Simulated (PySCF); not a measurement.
Nitrogen: a sound run and one with changed settings

Sound run: N⁺ [He] 2s2 2p2, N²⁺ [He] 2s2 2p1. All numbers are calculated (PySCF 2.14, scalar relativity by spin-free X2C-1e, in cc-pVTZ-DK (4s3p2d1f, 30 functions)). In the sound run the correlated levels freeze 1s2. The sound run starts from symmetry-adapted Hartree-Fock orbitals and uses a fine grid where one is needed.

A second run was set up differently.

| species | method | sound run (hartree) | changed run (hartree) | converged |
| --- | --- | --- | --- | --- |
| N⁺ | MP2 | -53.99117 | -53.92712 | yes |
| N⁺ | CCSD(T) | -54.01378 | -53.92889 | yes |

Ionisation energy of N⁺:

```json
{"method": "UHF", "sound run (eV)": "29.185", "changed run (eV)": "29.185"}
{"method": "MP2", "sound run (eV)": "29.598", "changed run (eV)": "29.388"}
{"method": "SCS-MP2", "sound run (eV)": "29.462", "changed run (eV)": "29.253"}
{"method": "CCSD", "sound run (eV)": "29.444", "changed run (eV)": "29.437"}
{"method": "CCSD(T)", "sound run (eV)": "29.460", "changed run (eV)": "29.437"}
{"method": "CCSDT", "sound run (eV)": "n/a", "changed run (eV)": "29.437"}
{"method": "FCI", "sound run (eV)": "n/a", "changed run (eV)": "29.437"}
```

Question: What was changed?
A. level shift left on
B. too few SCF iterations
C. all electrons correlated in a valence basis
D. a valence shell is frozen

Answer: D. Freezing a valence shell removes pair correlation that changes on ionisation.
